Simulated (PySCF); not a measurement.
Species: C5H11Si2 (doublet state).
Structure used (GFN2-xTB), in Å, numbered top down from 1:
```xyz
18
C5H11Si2 angstrom
C      2.6423   -0.1598    0.6029
C      1.9720    0.1739   -0.6908
C      0.6707    0.0936   -0.9530
C     -0.3912   -0.3547   -0.0348
Si    -1.2826    1.1306    0.8824
C     -2.8375    0.3009    0.2742
Si    -2.0319   -1.0071   -0.8038
H      1.9228   -0.3383    1.3968
H      3.2681   -1.0467    0.4908
H      3.2908    0.6627    0.9046
H      2.6452    0.5061   -1.4717
H      0.3292    0.4145   -1.9298
H      0.0121   -1.0462    0.7039
H     -1.0243    1.2311    2.3246
H     -0.9519    2.4139    0.2585
H     -3.7833    0.2322    0.7932
H     -2.1280   -0.7869   -2.2497
H     -2.3312   -2.4135   -0.5100
```

The hyperfine couplings belong to this conformer and change with its torsions.

As a line formula: `C/C=C\C1[SiH2][CH][SiH2]1` [radical].

Method used: UKS B3LYP, pcH-1 on C H Si, non-relativistic, mean-field spin-orbit, GIAO (PySCF). Geometry: GFN2-xTB, one conformer, isolated molecule. A GFN2-xTB geometry isn't a minimum of the functional, and hyperfine couplings can be far from their values at a DFT geometry. No stability test was run, so a lower SCF solution isn't excluded.

Principal values of hyperfine tensors in MHz (contact, dipolar and spin–orbit terms together), for some of the nuclei:

| atom | isotope | A1 | A2 | A3 |
| --- | --- | --- | --- | --- |
| C6 | 13C | 20.54 | 22.15 | 229.81 |
| H15 | 1H | 58.08 | 59.36 | 65.95 |
| H17 | 1H | 51.19 | 52.43 | 59.02 |
| H16 | 1H | -86.50 | -54.01 | -17.49 |
| H18 | 1H | 41.26 | 42.10 | 48.97 |
| H14 | 1H | 35.00 | 35.84 | 42.65 |
| Si7 | 29Si | 34.84 | 36.27 | 40.43 |
| C4 | 13C | 18.83 | 18.90 | 26.98 |

Give the isotropic coupling of each nucleus in MHz and in mT (g = 2.0027), and the anisotropic part.

a_iso = (A1 + A2 + A3)/3, Ti = Ai − a_iso; 1 mT corresponds to 28.030 MHz. The tensors hold a spin–orbit part: the run splits a_iso into a_FC + a_SO, and T includes its anisotropic share.

```csv
atom,a_iso (MHz),a_FC,a_SO,a_iso (mT),T1,T2,T3
C6,90.83,90.93,-0.10,3.241,-70.30,-68.68,138.98
H15,61.13,61.13,0.00,2.181,-3.05,-1.77,4.82
H17,54.21,54.21,0.00,1.934,-3.02,-1.78,4.80
H16,-52.67,-52.68,0.01,-1.879,-33.83,-1.35,35.17
H18,44.11,44.11,0.00,1.574,-2.85,-2.01,4.86
H14,37.83,37.83,0.00,1.350,-2.83,-1.99,4.82
Si7,37.18,37.25,-0.07,1.327,-2.34,-0.91,3.25
C4,21.57,21.57,0.00,0.770,-2.74,-2.67,5.41
```

What spin density at the nucleus of H17 lies behind its contact coupling (g_N = 5.58569)?

a_FC = (2μ0/3) gₑ μB g_N μN ρ(0)/(2S·h) = 800.24 MHz × g_N × ρ(0)/(2S), with ρ in bohr⁻³. With a_FC = 54.21 MHz and 2S = 1, ρ(0) = 0.01213 bohr⁻³. In magnitude that is 3.8 % of the 1/π = 0.318 of a free hydrogen atom.

Si5 (29Si, g_N = -1.11058) isn't in the table. Its spin density at the nucleus is -0.04618 bohr⁻³. What is its contact coupling?

By the same relation, a_FC = 41.0 MHz. The spin–orbit term adds -0.07 MHz. Its full tensor has the principal values 38.93, 39.62, 44.38 MHz.

Name the largest traceless tensor T of the table and describe it.

C6: -70.3, -68.7, 139.0 MHz, axial, in the ratio −1:−1:+2, the form that spin in one p orbital centred on that nucleus gives.

In a single crystal, with the field along each principal axis of the tensor of H15 in turn, what first-order splitting does this nucleus give (isotropic g, quadrupole terms neglected)?

2 lines (I = 1/2), spaced by |A_i|/(g × 13.996): 2.07, 2.12, 2.35 mT along the axes of A1, A2 and A3.
